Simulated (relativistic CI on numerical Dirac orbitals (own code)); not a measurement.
# I20+: q coefficients and field-shift factors

These numbers are calculated, not measured: Dirac-Coulomb-Breit CI, KLI orbitals optimised for each configuration, derivatives by finite differences, unscaled Slater integrals, QED left out (own radial code, finite nucleus).

Configurations in the expansion (outside the closed core [Ar] 3d10): 4s²4p³, 4s4p⁴, 4s²4p²4d, 4p⁵, 4s4p³4d, 4s²4p²4f, 4s²4p4d², 4s²4d³, 4s4p4d³, 4s²4d²4f. Double excitations out of closed p, d and f shells are left out; levels of such configurations are missing from the list, as are those of other unlisted configurations, and high levels can miss mixing partners.

With x = (α/α₀)² − 1 an excitation energy changes as ω = ω₀ + qx; K = 2q/ω₀ is the relative enhancement. Terms are leading LS components, so labels can repeat. The field-shift factor is F = δν/δ⟨r²⟩ for the transition from the lowest level.

Lowest level 4s²4p³ ⁴S°3/2.

```tsv
Level	ω₀ (cm⁻¹)	q (cm⁻¹)	K	F (GHz/fm²)
4s²4p³ ²D°3/2	94391	113900	2.41	-3.62
4s²4p³ ²D°5/2	119206	119300	2	-3.74
4s²4p³ ²P°1/2	152797	120500	1.58	-4.73
4s²4p³ ²P°3/2	247440	245000	1.98	-9.27
4s4p⁴ ⁴P5/2	494124	151500	0.613	-161
4s4p⁴ ⁴P3/2	554045	185300	0.669	-154
4s4p⁴ ⁴P1/2	559859	185200	0.662	-162
4s4p⁴ ²D3/2	623522	221200	0.709	-142
4s4p⁴ ²D5/2	654329	257100	0.786	-150
4s²4p²4d ⁴F3/2	687138	55600	0.162	-23.4
4s4p⁴ ²P1/2	700581	241600	0.69	-139
4s4p⁴ ²P3/2	715979	200400	0.56	-95.2
4s²4p²4d ⁴F5/2	722038	54080	0.15	1.12
4s²4p²4d ²F5/2	771808	127300	0.33	-0.145
4s²4p²4d ⁴D1/2	778916	164400	0.422	-23.7
4s²4p²4d ⁴F7/2	785353	144800	0.369	0.294
4s²4p²4d ⁴D7/2	794591	142500	0.359	0.527
4s²4p²4d ⁴D3/2	795304	159100	0.4	-24.3
4s²4p²4d ⁴F9/2	814892	160900	0.395	0.283
4s4p⁴ ²P1/2	824209	325600	0.79	-113
4s²4p²4d ⁴D5/2	828508	171300	0.413	-4.6
4s²4p²4d ²P3/2	853237	163500	0.383	-40.9
4s²4p²4d ²G7/2	867249	179700	0.415	-0.726
```

At this charge energies of transitions that change n are usually good to better than 1 %, and those within a shell (Δn = 0) to a few per cent.
